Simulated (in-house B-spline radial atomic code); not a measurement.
Ionising Se7+ with different functionals

Computed with a radial B-spline atomic code at the basis-set limit: four-component Dirac-Coulomb Hamiltonian, Fermi nucleus of rms radius 4.14 fm, spin-restricted, spherical fractional occupations for the functionals, and exact exchange of hybrids averaged over the configuration. The ionisation energy is the difference of two self-consistent energies, [Ar] 3d9 → [Ar] 3d8, without Breit or QED terms; ε is the level of the shell that loses the electron (mean over j). The electron is taken from both j subshells in proportion to 2j + 1, so the result is a j average, not the step between ground levels.

```
   method                    rung  ΔSCF (eV)  -ε(3d) (eV)
    B3LYP           global hybrid          ?            ?
    B97-1           global hybrid     188.54       176.00
     PBE0           global hybrid          ?            ?
CAM-B3LYP  range-separated hybrid     188.58       177.91
```

Task: What does PBE0 give?

Result: ΔSCF 188.52 eV, and -ε(3d) = 176.81 eV.

Task: What does B3LYP give?

Result: ΔSCF 188.64 eV, and -ε(3d) = 175.91 eV.

Task: Among the functionals, which spreads more, the ΔSCF values or the orbital energies?

Result: The orbital energies: ΔSCF values span about 0.12 eV and the orbital energies 2.00 eV; here energy differences depend much less on the functional than eigenvalues do.

Task: How do they compare with the NIST value?

Result: NIST lists 184 eV ± 2.1 (tabulated theory, ground level to ground level). Errors run from +4.52 to +4.64 eV. The correlated functionals all miss on the same side by more than they spread, so the cause is common to them (Breit-QED terms, spin polarisation, the choice among j levels, multiplet and fine-structure energies, or a listed next ion that isn't the cheapest removal here) and closeness doesn't rank the functionals.
